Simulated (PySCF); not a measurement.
C4H3ClF2, SMILES CC(Cl)=C=C(F)F.

Geometry: B3LYP-D3(BJ)/def2-SVP. The structure was generated by enumeration, and PubChem lists no compound with its InChIKey, so it may never have been made.

Method: PBE/def2-TZVP in PySCF.

The molecule is in vacuum.

Computed frontier levels, gap, dipole moment and polarisability:
* **highest occupied level**: -6.46 eV
* **lowest empty level**: -1.97 eV
* **orbital gap**: 4.49 eV
* **dipole moment**: 1.90 D
* **quadrupole, principal values (traceless, Buckingham form, about the centre of nuclear charge)**: -3.61, -1.80, 5.40 D·Å
* **mean static polarisability**: 67.6 bohr³ (10.01 Å³)
* **polarisability, principal values**: 44.7, 57.8, 100.2 bohr³
